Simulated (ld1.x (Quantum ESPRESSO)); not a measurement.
## u(r) = r·R(r): atom against pseudo-atom (hafnium (Hf))

Columns: radius, all-electron u(r) and pseudo u(r) of the 6s shell (level -5.11 eV) of hafnium in the configuration [Xe] 4f14 5d2 6s2 6p0; PBE, scalar-relativistic, TM scheme, ld1.x (Quantum ESPRESSO) 7.5.

| r (bohr) | all-electron | pseudo |
| --- | --- | --- |
| 0.163 | 0.1170 | -0.0301 |
| 0.325 | -0.1538 | -0.0588 |
| 0.488 | -0.0752 | -0.0854 |
| 0.650 | 0.1475 | -0.1089 |
| 0.813 | 0.2696 | -0.1299 |
| 0.975 | 0.2664 | -0.1494 |
| 1.138 | 0.1802 | -0.1706 |
| 1.300 | 0.0553 | -0.1968 |
| 1.463 | -0.0797 | -0.2325 |
| 1.625 | -0.2060 | -0.2807 |
| 1.788 | -0.3164 | -0.3425 |
| 1.950 | -0.4068 | -0.4118 |
| 2.113 | -0.4782 | -0.4784 |
| 2.275 | -0.5312 | -0.5312 |
| 2.438 | -0.5687 | -0.5687 |
| 2.600 | -0.5926 | -0.5926 |
| 2.763 | -0.6051 | -0.6051 |
| 2.925 | -0.6082 | -0.6082 |
| 3.088 | -0.6034 | -0.6034 |
| 3.250 | -0.5923 | -0.5923 |
| 3.413 | -0.5762 | -0.5762 |
| 3.575 | -0.5564 | -0.5564 |
| 3.738 | -0.5336 | -0.5336 |
| 3.900 | -0.5089 | -0.5089 |
| 4.063 | -0.4829 | -0.4829 |
| 4.225 | -0.4563 | -0.4563 |

(1) How many radial nodes do the two functions have?

(2) At about which radius was the pseudo-wave matched?

(3) Where does each function peak?

(4) Is the pseudo-wave norm-conserving?

## Answers

(1) The all-electron 6s function has n − l − 1 = 5 (the table is too coarse to show those close to the nucleus); the pseudo-wave has 0, since the states of the same l below it are removed with the core.

(2) 2.25 bohr, where the columns begin to agree (steps of 0.16 bohr).

(3) Outermost all-electron maximum near 2.92 bohr, pseudo maximum near 2.92 bohr (to the table’s step).

(4) Yes: the TM scheme keeps the norm inside the radius equal to the all-electron one, which fixes the energy derivative of the logarithmic derivative at the level.
